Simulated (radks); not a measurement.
Values are calculated unless marked as measured or tabulated.
Coulomb parameter of the 3d shell of the zinc ion Zn3+ in the model configuration [Ar] 3d8 4s1, as a second difference U = [E(n + 0.5) + E(n - 0.5) - 2 E(n)] / (0.5)^2 with all orbitals relaxed. "Bare": the charge of the atom changes with n. "Screened": the 4s shell takes up the change at fixed total charge, which measures U(3d,3d) + U(4s,4s) - 2 U(3d,4s). Level of theory: Dirac Kohn-Sham, PBE, spin-unpolarised, spherical densities, finite nucleus; open shells are shared between the two j in proportion to 2j + 1; Fermi nuclear charge, rms radius 3.9283 fm (a radial shooting solver on a logarithmic mesh with Libxc functionals).

case	configuration	E - E(n) (eV)
start	[Ar] 3d8 4s1	0.000
bare +0.5	[Ar] 3d8.5 4s1	-26.799
bare -0.5	[Ar] 3d7.5 4s1	32.432
screened +0.5	[Ar] 3d8.5 4s0.5	-9.651
screened -0.5	[Ar] 3d7.5 4s1.5	11.150

U(bare) = 22.532 eV, U(screened by 4s) = 5.997 eV.
